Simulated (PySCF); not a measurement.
**Relaxation of singlet TiS2**

Method: PBE0/[Ti def2-TZVP, S def2-TZVP], no relativity, density fitting, PySCF. A (50,194) grid was used.

A start displaced from a saddle point along its imaginary mode, of C2v symmetry, held to at least that symmetry:

```xyz
3
charge 0 multiplicity 1, angstrom
Ti   -0.0156   -0.1190    0.0000
S     0.0117    0.0892    2.1172
S     0.0117    0.0892   -2.1172
```

Question: What forces act on the atoms at the start (eV/Å)?

Answer: 
```json
{"atom": "Ti1", "Fx": "-0.09", "Fy": "-0.66", "Fz": "0.00"}
{"atom": "S2", "Fx": "0.04", "Fy": "0.33", "Fz": "-0.36"}
{"atom": "S3", "Fx": "0.04", "Fy": "0.33", "Fz": "0.36"}
```

Question: What does it relax to?

Answer: It ends at C2v with Ti–S 2.065 Å (×2); S–Ti–S 113.5°. A frequency run shows a minimum. Other isomers or separated fragments may lie lower.

Question: How much energy is released, and in how many steps?

Answer: 94.7 kJ/mol in 9 steps.
